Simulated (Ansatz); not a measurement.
Ansatz (an electronic-structure program) input (PBE/def2-TZVPD):

Ansatz 0.2 input:
```yaml
crystal:
  periodic: [false, false, false]
  atoms:
    - {symbol: Ta, position_ang: [-0.00000000, -0.00000000, -0.00000000]}
    - {symbol: H, position_ang: [1.27936822, -0.30604241, 1.19259733]}
    - {symbol: H, position_ang: [-1.27341539, 1.04026016, 0.67007868]}
    - {symbol: H, position_ang: [-0.63657611, -1.59682240, -0.44459249]}
    - {symbol: H, position_ang: [0.63062328, 0.86260465, -1.41808353]}
basis:
  gaussian:
    orbitals: def2-TZVPD
hamiltonian:
  xc: {name: PBE}
magnetization: {spin_polarized: true, initial_magnetization: 1}
output: {forces: true}
```

End of the output:

```
integrals: 0.02 GiB planned
570 factors; their error is unknown
mean field: 0.21 GiB planned
mean field evaluation 1: about -1612.6301 eV, gradient 1.2e1 eV
mean field evaluation 2: about -1613.2227 eV, gradient 8.5e0 eV
mean field evaluation 4: about -1613.7006 eV, gradient 3.3e0 eV
mean field evaluation 8: about -1613.7766 eV, gradient 1.2e-1 eV
mean field evaluation 16: about -1613.7667 eV, gradient 8.4e-5 eV
mean field evaluation 32: about -1611.7868 eV, gradient 7.2e0 eV
mean field evaluation 64: about -1613.7127 eV, gradient 1.9e-6 eV
mean field evaluation 96: about -1612.3520 eV, gradient 1.2e-2 eV
mean field -1613.76672144 eV, -59.3048331626 hartree, gradient 9.6e-6 eV, S^2 0.756999; 9 other end points of the search recorded, 0 dependent functions left out
the calculation of the forces begins
reference -1613.76678071 eV, -59.3048353406 hartree; 9, 8 occupied and 70, 71 virtual orbitals, 570 factors
Total energy: -1613.76678071 eV, -59.3048353406 hartree
Atom 0 at    -0.000000    -0.000000    -0.000000 Å, force    -0.000000     0.000000    -0.000000 eV/Å
Atom 1 at     1.279368    -0.306042     1.192597 Å, force     0.022743     0.023224     0.018762 eV/Å
Atom 2 at    -1.273415     1.040260     0.670079 Å, force    -0.022588    -0.004127     0.029688 eV/Å
Atom 3 at    -0.636576    -1.596822    -0.444592 Å, force    -0.027092    -0.010350    -0.023823 eV/Å
Atom 4 at     0.630623     0.862605    -1.418084 Å, force     0.026937    -0.008748    -0.024627 eV/Å
Dipole moment:    -0.000000     0.000001    -0.000000 e Å
```

The spin state was set by rule; other spins were not relaxed.
